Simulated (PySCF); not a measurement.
Pb(I)(SiH3) (H3IPbSi), SMILES [SiH3][Pb][I] (connectivity only; charge and spin as stated), neutral, multiplicity 1. Atoms are numbered in the order given.

```xyz
6

Pb     0.5690    -0.8738     0.0000
I     -0.1791     1.8599     0.0000
Si    -2.0936    -1.5637     0.0000
H     -2.3340    -3.0459     0.0000
H     -2.7611    -0.9929    -1.2142
H     -2.7611    -0.9929     1.2142
```

Geometry: PBE0-D3(BJ)/def2-SVP. The def2 effective core potentials stand for the cores of I, Pb; spin–orbit coupling is left out.

These are C-PCM-M06-2X/def2-SVP run with PySCF values and carry that method's errors.

The values are the electrostatic part of the solvation free energy, E(continuum) − E(gas) at the gas-phase geometry, in a cavity of scaled van der Waals radii (PySCF's table); cavitation and dispersion terms are not included. A continuum can't describe solvent molecules that bind to the metal. In vacuum the orbital gap is 4.78 eV. The dipole moment in vacuum is 4.07 D.

Computed values in water (ε = 78.36), 1-octanol (ε = 9.86), acetone (ε = 20.49):
```tsv
solvent	ε	ΔG(elec) (kcal/mol)	dipole (D)	gap (eV)
water	78.36	-8.9	6.76	5.23
1-octanol	9.86	-7.8	6.41	5.18
acetone	20.49	-8.4	6.61	5.21
```
